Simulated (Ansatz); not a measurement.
Input file for Ansatz (an electronic-structure program): R-SVWN5/def2-TZVPPD on H3In (SMILES [InH3]) with ghost functions. Elements past Kr take the def2 small-core potentials; no spin–orbit coupling. Files ending in .json are basis or fitting sets from the Basis Set Exchange.

Ansatz 0.2 input:
```yaml
crystal:
  periodic: [false, false, false]
  atoms:
    - {symbol: In, position_ang: [0.64107878, 0.57157907, 0.73561557]}
    - {symbol: H, position_ang: [1.70574326, -0.78813054, 0.51286828]}
    - {symbol: H, position_ang: [-0.75054096, 0.73073186, -0.29877319]}
    - {symbol: H, position_ang: [1.23789058, 1.98049207, 1.56670695]}
basis:
  gaussian:
    orbitals: def2-TZVPPD.json
    ghost_atoms:
      - {symbol: N, position_ang: [-0.55828529, -0.35339303, 2.63477106]}
      - {symbol: H, position_ang: [-1.26796975, 0.29335435, 2.96136072]}
      - {symbol: H, position_ang: [0.07593080, -0.54127538, 3.40358370]}
      - {symbol: H, position_ang: [-1.01519725, -1.22291573, 2.38227348]}
hamiltonian:
  xc: {name: SVWN5}
scf: {lower_state_search: off}
```

The log:

```
WARN ansatz: RAYON_NUM_THREADS=1 ignored (pool sized by the plan → 1); use --threads N
Functional definition: SVWN5
these checks for a lower state are left out or cut short: stability, starts, cluster_reference, orbital_swaps, neighbouring_geometries, increment
integrals: 0.08 GiB planned
941 factors; their error is unknown
mean field: 0.72 GiB planned
mean field evaluation 1: about -5210.6934 eV, gradient 2.3e1 eV
mean field evaluation 2: about -5210.9153 eV, gradient 2.4e1 eV
mean field evaluation 4: about -5211.9952 eV, gradient 3.7e-1 eV
mean field evaluation 8: about -5211.9889 eV, gradient 2.0e-1 eV
mean field evaluation 16: about -5211.9890 eV, gradient 5.4e-6 eV
mean field -5211.98897806 eV, -191.5370621306 hartree, gradient 5.4e-6 eV, S^2 0.000000; 0 other end points of the search recorded, 0 dependent functions left out
reference -5211.98903760 eV, -191.5370643187 hartree; 12, 12 occupied and 183, 183 virtual orbitals, 941 factors
Total energy: -5211.98903760 eV, -191.5370643187 hartree
Checks for a lower state left out: stability, starts, cluster_reference, orbital_swaps, neighbouring_geometries, increment
```

The calculation finished and met its thresholds.

Cost: around 1.5 core-seconds (rough).
